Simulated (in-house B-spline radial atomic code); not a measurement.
Zn⁺. Computed with a B-spline radial atomic code. Model: non-relativistic spherical atom: semilocal Troullier-Martins pseudo-atom, one channel per l, against all electrons, high spin, G0W0 and RPA with empty states to l = 8, local potential for every l without a channel, a model core (radius 0 = none) keeps its share of the functional.

What the tables leave out is listed at the end.

The pseudopotential gives back the lowest level of each angular momentum of its own functional in the configuration it was made in; a second state of the same l is only approximately right. Exact exchange, RPA and GW see the smooth pseudo-orbitals and miss the exchange with the core, for which the functional's share stands in. The column with an uncorrelated core keeps all orbitals and exact exchange, and so separates missing core correlation from pseudisation. Only the three outermost levels and the lowest empty one were computed. RPA here is direct RPA, with no exchange kernel, and its energies carry an (l + 1/2)⁻⁴ tail. A hybrid on a potential with a model core restores only its own semilocal share of the core's exchange.

Command:
```bash
python run_psgw.py task.json out
```
Settings (lengths in bohr, energies in hartree):
```
Z                      30
electrons              29
configuration          [Ar] 3d10 4s1
generated_in           [Ar] 3d10 4s1
functional             pbe,pbe
core_shells            5
radius_factor          1.15
core_correction        True
ion_configuration      [Ar] 3d10
```

Time taken, with all properties: 52 s on 1 thread of Arm Neoverse N1 (shared host).

Given: made with PBE; model core radius 0.357 bohr; local radius 2.091 bohr; mean-field start PBE.

Valence shells of the generating configuration: 3d, 4s.

Channel: s 2.32, p 2.95, d 1.939 (radii in bohr).

Computed: largest level miss in the spin-unpolarised generating configuration 0 eV; valence RPA correlation energy pseudo -0.90938 hartree; pseudo-atom RPA polarisability 13.641 bohr³; ionisation by mean-field all-electron 18.373 eV; ionisation by mean-field pseudo minus all 0.006 eV; ionisation by RPA all-electron 18.242 eV; ionisation by RPA pseudo minus all 1.189 eV.

```
          level  occupied  mean-field all-electron (eV)  mean-field pseudo minus all (eV)  G0W0 all-electron (eV)  G0W0 uncorrelated core minus all (eV)  G0W0 pseudo minus all (eV)  exchange self-energy all-electron (eV)  exchange self-energy pseudo (eV)
          4s up         1                       -14.226                             0.017                 -18.383                                 -0.038                       -0.44                                 -13.346                           -12.417
4s down (empty)         0                       -13.031                            -0.035                 -9.4789                                 -0.032                      -0.552                                 -3.1932                           -2.3224
```

Task: What is the valence RPA correlation energy all-electron orbitals?

Result: -0.71871 hartree.

Task: What is the all-electron RPA polarisability, core included?

Result: 13.603 bohr³.

Given: mean-field start PBE0.

Computed: valence RPA correlation energy all-electron orbitals -0.67761 hartree; all-electron RPA polarisability, core included 12.026 bohr³; pseudo-atom RPA polarisability 11.92 bohr³; ionisation by mean-field all-electron 17.99 eV; ionisation by mean-field pseudo minus all 0.341 eV; ionisation by RPA pseudo minus all 1.259 eV.

```csv
level,occupied,mean-field all-electron (eV),mean-field pseudo minus all (eV),G0W0 all-electron (eV),G0W0 uncorrelated core minus all (eV),G0W0 pseudo minus all (eV),exchange self-energy all-electron (eV),exchange self-energy pseudo (eV)
4s up,1,-14.972,-0.3,-18.229,-0.034,-0.748,-13.086,-12.493
3d down,1,-22.777,1.711,-27.905,-0.173,4.796,-52.383,-30.955
4s down (empty),0,-11.606,-0.328,-9.2215,-0.026,-0.743,-2.8604,-2.2208
```

Task: What is the valence RPA correlation energy pseudo?

Result: -0.88182 hartree.

Task: What is the ionisation by RPA all-electron?

Result: 18.107 eV.

Among the listed levels the largest G0W0 shift of the pseudo-atom is +4.80 eV, for 3d down on the PBE0 start, while leaving the core uncorrelated moves that level by -0.17 eV. So pseudisation and the lost core exchange, not the missing core correlation, make the error. Not in the tables (levels of low weight, unsolved or above zero; the highest and the empty levels are kept at any weight): on PBE the G0W0 levels 3d down (pseudo minus all +4.35 eV, weights 0.82 and 0.64), 3d up (pseudo minus all +3.74 eV, weights 0.79 and -0.73); on PBE0 the G0W0 levels 3d up (pseudo minus all +4.73 eV, weights 0.83 and 0.58); no Hartree-Fock pseudo-atom is run with a model core.
